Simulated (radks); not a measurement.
Values are calculated unless marked as measured or tabulated.
Q: Coherent X-ray form factor from a spherical all-electron density. Code: a radial shooting solver on a logarithmic mesh with Libxc functionals. Model: Dirac Kohn-Sham, PBE, spin-unpolarised, spherical densities, finite nucleus; Fermi nuclear charge, rms radius of each element as measured or else 0.836 A^(1/3) + 0.57 fm.

sin(theta)/lambda (1/angstrom),f0 (electrons)
0.05,26.803
0.1,26.227
0.15,25.318
0.2,24.141
0.25,22.771
0.3,21.287
0.4,18.243
0.5,15.419
0.6,13.022
0.8,9.642
1,7.732
1.25,6.447
1.5,5.628
2,4.257

The species is in the configuration that NIST lists as its ground one. Which atom or ion scatters so?

A: The gallium ion Ga4+, [Ar] 3d9. Extrapolating in s^2 from the first two rows gives f0(0) = 27.0, near the electron count 27; among species with that count, the fall with angle is slower the higher Z, and the table is that of Z = 31; from so few rows the species is fixed only to a neighbour or two.
